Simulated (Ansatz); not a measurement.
The same atomization along the group Si, Ge, Sn.

Isolated molecules relaxed with PBE0-D4/def2-TZVP in Ansatz; ΔE leaves out vibrations. CCSD(T)/CBS is the MP2 limit (def2-TZVPP, def2-QZVPP) plus CCSD(T) − MP2 in def2-TZVPP, frozen cores. This one scheme is used for every species, atoms too. DFT in def2-TZVPP. B3LYP here is the variant with VWN-RPA as its local correlation; programs differ in this. Open shells (•) are unrestricted, without spin–orbit coupling. Spin–orbit coupling would lower the free atoms: a little for Si; clearly for Br, Ge; strongly for Sn. def2 core potentials past Kr. Bonds to Br, Ge, Sn are less sure, by a few kJ/mol each and by 10 to 20 or more in all where they break to atoms, as the def2 sets lack core-valence functions. Scalar relativity is left out up to krypton. Each species was taken in one conformer, which may not be the lowest.

| reaction | B3LYP-D4 (kJ/mol) |
| --- | --- |
| `N[Si]Br` → Br• + Si• + 2 H• + N• | 1600 |
| `[NH2][Ge][Br]` → Br• + Ge• + 2 H• + N• | 1519 |
| `[NH2][Sn][Br]` → Br• + Sn• + 2 H• + N• | 1463 |

(1) Give the CCSD(T)/CBS values in the same order. (An estimate is asked.)

Largest T1 diagnostic: 0.014, for `[NH2][Sn][Br]`.

Results:

(1) The calculation gave: 1604, 1524, 1475 kJ/mol.

For atomizations the MP2-based limit and the directly extrapolated one differ by several kJ/mol either way, and by 10 to 25 for some Ge, Se and Sn compounds, so smaller differences from it don't rank the levels.
